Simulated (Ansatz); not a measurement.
F₂Si (SMILES F[Si]F), singlet, at a GFN2-xTB geometry; PBE0/pcseg-1 (Ansatz, a quantum-chemistry and plane-wave program).

Input for Ansatz:
Ansatz 0.2 input:
```yaml
crystal:
  periodic: [false, false, false]
  atoms:
    - {symbol: Si, position_ang: [-0.03685565, -0.01764442, 0.62704345]}
    - {symbol: F, position_ang: [1.00111955, -0.63280559, -0.44873539]}
    - {symbol: F, position_ang: [-0.94378855, 0.66025247, -0.52666553]}
basis:
  gaussian:
    orbitals: pcseg-1.json
    final_grid: {core_spheres: 6, valence_spheres: 12, degree: 29}
hamiltonian:
  xc: pbe0
```
The basis file holds pcseg-1 in the JSON format of the Basis Set Exchange.

What does Ansatz print? Leave out banner, timings and long lists.


```
Functional definition: PBE0
417 factors; integrals over basis functions are off by at most 8.9e-4 eV
mean field evaluation 1: about -13300.3013 eV, gradient 4.4e1 eV
mean field evaluation 2: about -13294.5439 eV, gradient 7.5e1 eV
mean field evaluation 4: about -13303.2911 eV, gradient 3.8e-1 eV
mean field evaluation 8: about -13303.3011 eV, gradient 7.3e-3 eV
mean field -13303.30114716 eV, -488.8872998568 hartree, gradient 1.0e-5 eV, S^2 0.000000; 0 other end points of the search recorded, 0 dependent functions left out
reference -13303.30117036 eV, -488.8873007093 hartree; 16, 16 occupied and 30, 30 virtual orbitals, 417 factors
Total energy: -13303.30117036 eV, -488.8873007093 hartree
```
